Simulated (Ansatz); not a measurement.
Start from `FCO[SiH2][SeH]` and change one atom or group to get `FCO[SiH2]F`.

Ansatz, PBE0-D4/def2-TZVP geometries, multiplicity 1. Each molecule was computed in one conformer, which needn't be the lowest.

Scalar relativity is left out up to krypton.

```json
{"property": "HOMO–LUMO gap (PBE0/def2-TZVPP) / eV", "`FCO[SiH2][SeH]`": "7.34"}
{"property": "HOMO–LUMO gap (B3LYP/def2-TZVPP) / eV", "`FCO[SiH2][SeH]`": "6.81"}
{"property": "size of the dipole moment (ωB97M-V/def2-TZVPP) / D", "`FCO[SiH2][SeH]`": "1.53"}
{"property": "HOMO–LUMO gap (ωB97M-V/def2-TZVPP) / eV", "`FCO[SiH2][SeH]`": "11.32"}
{"property": "HOMO energy (B3LYP/def2-TZVPP) / eV", "`FCO[SiH2][SeH]`": "-7.18"}
{"property": "HOMO energy (ωB97M-V/def2-TZVPP) / eV", "`FCO[SiH2][SeH]`": "-9.61"}
```

**Question.** What does the change do to each property? (Estimate.)

**Answer.** Ansatz gave: 
```json
{"property": "HOMO–LUMO gap (PBE0/def2-TZVPP) / eV", "`FCO[SiH2]F`": "9.72", "shift": "2.38"}
{"property": "HOMO–LUMO gap (B3LYP/def2-TZVPP) / eV", "`FCO[SiH2]F`": "9.23", "shift": "2.42"}
{"property": "size of the dipole moment (ωB97M-V/def2-TZVPP) / D", "`FCO[SiH2]F`": "1.04", "shift": "-0.49"}
{"property": "HOMO–LUMO gap (ωB97M-V/def2-TZVPP) / eV", "`FCO[SiH2]F`": "13.82", "shift": "2.50"}
{"property": "HOMO energy (B3LYP/def2-TZVPP) / eV", "`FCO[SiH2]F`": "-9.04", "shift": "-1.86"}
{"property": "HOMO energy (ωB97M-V/def2-TZVPP) / eV", "`FCO[SiH2]F`": "-11.67", "shift": "-2.06"}
```

With PBE0 the HOMO falls by 1.82 eV and the LUMO rises by 0.55 eV, so the gap widens by about 2.37 eV. PBE moves the HOMO by -1.32 eV and ωB97M-V by -2.06 eV. Dipoles are sizes alone; their direction can turn.

B3LYP here is the variant with VWN-RPA as its local correlation; programs differ in this.

Spin–orbit coupling is left out; it splits and shifts lone-pair levels of the heavy atoms by tenths of an eV.
